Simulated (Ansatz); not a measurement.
Abridged output of a molecular run in Ansatz:

```
Functional definition: HF
691 factors; integrals over basis functions are off by at most 7.8e-4 eV
mean field evaluation 1: about -23298.5517 eV, gradient 4.0e1 eV
mean field evaluation 2: about -23298.5832 eV, gradient 4.0e1 eV
mean field evaluation 4: about -23301.6922 eV, gradient 2.0e0 eV
mean field evaluation 8: about -23301.7156 eV, gradient 1.8e-1 eV
mean field -23301.71576052 eV, -856.3222597288 hartree, gradient 2.4e-6 eV, S^2 0.000000; 0 other end points of the search recorded, 0 dependent functions left out
12 core orbitals not correlated: weight in the atoms' cores, before any rotation towards them, 1.000 or more for the frozen orbitals, at most 0.000 for the correlated occupied ones
reference -23301.71576052 eV, -856.3222597288 hartree; 12, 12 occupied and 50, 50 virtual orbitals, 691 factors
second order -14.85331435 eV of doubles, -0.00000000 eV of singles
cycle   1  -15.20923842 eV  change   -3.6e-1 eV  update   7.9e-2
cycle   2  -15.48341388 eV  change   -2.7e-1 eV  update   2.3e-2
cycle   3  -15.56393108 eV  change   -8.1e-2 eV  update   1.3e-2
cycle   4  -15.56240407 eV  change    1.5e-3 eV  update   2.8e-3
cycle   5  -15.55994814 eV  change    2.5e-3 eV  update   1.0e-3
cycle   6  -15.55989511 eV  change    5.3e-5 eV  update   3.7e-4
cycle   7  -15.55983098 eV  change    6.4e-5 eV  update   1.0e-4
cycle   8  -15.55982184 eV  change    9.1e-6 eV  update   3.7e-5
cycle   9  -15.55983154 eV  change   -9.7e-6 eV  update   1.3e-5
perturbative correction -0.28635389 eV, -0.0105233112 hartree
Total energy: -23317.56194595 eV, -856.9045963024 hartree
```

Its atoms:

```xyz
6

N    -0.990   -0.053   -0.136
Al    0.736    0.132    0.054
F     1.480    1.481   -0.511
Cl    1.879   -1.333    0.987
H    -1.591    0.623   -0.578
H    -1.514   -0.850    0.184
```

Question: Which basis set was used?
A. def2-SVP
B. def2-SVPD
C. cc-pV(T+d)Z
D. cc-pV(Q+d)Z

Answer: A. It gives 74 functions.

Question: Write the keys of the input that set method, charge and spin (a neutral closed shell needs none for the last two).

Answer: 
```yaml
correlation: {method: ccsd_t}
```
